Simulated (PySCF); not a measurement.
**Bond length, frequency and bond energy of CuCl⁻ by level of theory**

State: ²Σ⁺ (doublet), unpaired electrons σ ↑. Set-up: Cu def2-TZVPPD, Cl def2-TZVPPD; no relativity (PySCF 2.14). De refers to Cu (3d10 4s1) + Cl⁻ in their ground configurations, without counterpoise correction. The functionals are run spin-unrestricted. A positive dipole points towards Cl; it is taken about the centre of mass and depends on that origin.

| Level | Re (Å) | ωe (cm⁻¹) | De (eV) | μ (D) | CPU s a point (SCF and correlation, without the integrals) |
| --- | --- | --- | --- | --- | --- |
| UHF | 2.351 | 229 | n/a | -0.18 | 3 |
| UHF-MP2 | 2.162 | 302 | n/a | n/a | 6.7 |
| UHF-SCS-MP2 | 2.201 | 284 | n/a | n/a | n/a |
| PBE | 2.197 | 286 | 1.53 | -0.10 | 2.8 |
| r²SCAN | 2.176 | 301 | 1.67 | 0.08 | 3.7 |
| M06-L | 2.204 | 289 | 1.57 | 0.30 | 21 |
| TPSSh | 2.200 | 286 | 1.43 | -0.04 | 5.8 |
| r²SCANh | 2.184 | 296 | 1.60 | 0.00 | 5.7 |
| PBE0 | 2.207 | 282 | 1.40 | -0.08 | 6.6 |
| B97-3 | 2.254 | 259 | 1.25 | -0.21 | 8.9 |
| ωB97X-V | 2.212 | 286 | 1.42 | 0.00 | 12 |
| B2PLYP | 2.207 | 284 | 1.36 | -0.05 | 6.9 |

Q: What does a quarter of exact exchange do here, going from PBE to PBE0?

A: PBE0 less PBE: +1.0 pm in Re, -1.4 % in ωe, -0.13 eV in De. Exact exchange removes part of the self-interaction that spreads semilocal densities, and in most molecules shortens and stiffens the bond and lowers De; here Re and ωe go the other way.

Q: What does the step from GGA to meta-GGA do here, going from PBE to r²SCAN?

A: r²SCAN less PBE: -2.1 pm in Re, +5.2 % in ωe, +0.14 eV in De. 

Q: What does second-order correlation do here, going from UHF to UHF-MP2?

A: UHF-MP2 less UHF: -18.9 pm in Re, +31.9 % in ωe. Correlation nearly always deepens the well. The bond shortens, as in weak, metallic or heavy-atom bonds, where dispersion and the correlation of outer-core electrons pull the atoms together.

Correlated steps freeze 10 core orbitals. For an ion De counts to the pair picked by the measured ionisation energies or electron affinities, which need not be the lowest pair at this level. Counting both spins, an empty level lies below a filled one in some of these solutions, because spin and occupation are held. The highest Kohn–Sham level is positive in this anion. Much of that is self-interaction error, but it also means that the finite basis helps to hold the extra electron. B2PLYP dipoles, levels and charges come from its SCF part alone. The state is the lowest single determinant that the PBE0 search found; with open d or f shells the true ground state can be another one.

The whole job (state search and all levels along the bond) took about 8.8 min on 2 threads of Arm Neoverse V2 (shared host), peak memory 6.3 GiB.
